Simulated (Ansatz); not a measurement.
Two isomers of GaH5OSSi: A = `[OH][Ga]([SiH3])[SH]`, B = `[OH][GaH][S][SiH3]`.

Computed with Ansatz on PBE0-D4/def2-TZVP structures; ΔE is electronic, products minus reactants. CCSD(T)/CBS adds triple-zeta CCSD(T) − MP2 to the extrapolated MP2 energy (def2 sets, frozen cores). Functionals use def2-TZVPP. B3LYP here is the variant with VWN-RPA as its local correlation; programs differ in this. For Ga outer-core shells are correlated without core-valence functions, which leaves a few kJ/mol of doubt a bond. Scalar relativity is left out up to krypton. One conformer a species, not always the lowest.

Question: Which is lower in electronic energy at CCSD(T)/CBS, and by how much? (Best estimate.)

Answer: Computed: B, by 38.7 kJ/mol.

Question: Give E(B) − E(A) in kJ/mol with CCSD(T)/def2-SVP, B3LYP-D4, MP2/def2-TZVPP, CCSD/def2-TZVPP, B3LYP, PBE-D4, LDA (SPW92). (Best estimate.)

Answer: Computed: CCSD(T)/def2-SVP -31.4, B3LYP-D4 -34.3, MP2/def2-TZVPP -45.5, CCSD/def2-TZVPP -36.5, B3LYP -29.3, PBE-D4 -28.0, LDA (SPW92) -30.3. None reverses the order clearly.

Question: Does the order hold for the free energy at 298.15 K (harmonic terms from PBE0-D4)? (Best estimate.)

Answer: Ansatz gave: Yes: G(B) − G(A) = -33.4 kJ/mol, for one conformer each. Modes under 60 cm⁻¹, often nearly free rotors, make the harmonic entropy too high.

Largest T1 diagnostic: 0.014.

From PBE to PBE0 (25 % exact exchange), in def2-TZVPP and without D4, E(B) − E(A) moves by −6.1 kJ/mol. At CCSD(T), def2-SVP lies +7.3 kJ/mol from the extrapolated value and def2-TZVPP +2.2 kJ/mol.
